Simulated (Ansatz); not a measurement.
Sn(F)(Cl)2(NH2) (Cl2FH2NSn), SMILES [NH2][Sn]([F])([Cl])[Cl].

Geometry optimised at B3LYP-D3(BJ)/def2-SVP. The structure was generated by enumeration; whether it is a known compound was not checked. The def2 effective core potentials stand for the cores of Sn; spin–orbit coupling is left out. The values are those of a single conformer.

Two levels are set side by side: PBE/def2-SVPD (Ansatz, a program for electronic structure) and CAM-B3LYP/def2-SVPD (Ansatz). Energy differences of separate SCF runs at the same geometry; the states with an electron removed or added have multiplicity 2 and 2. Differences are taken from unrounded values.

| quantity | CAM-B3LYP |
|---|---|
| vertical ionisation energy (eV) | 11.22 |
| vertical electron affinity (eV) | 1.24 |
| vertical singlet–triplet gap (eV) | 4.53 |

Task: What does PBE give, and how far is it from CAM-B3LYP? (An estimate is asked for; the answer gives what the named calculation found.)

Result: 
```tsv
quantity	PBE	PBE minus CAM-B3LYP
vertical ionisation energy (eV)	10.62	-0.60
vertical electron affinity (eV)	1.30	0.06
vertical singlet–triplet gap (eV)	4.00	-0.53
```
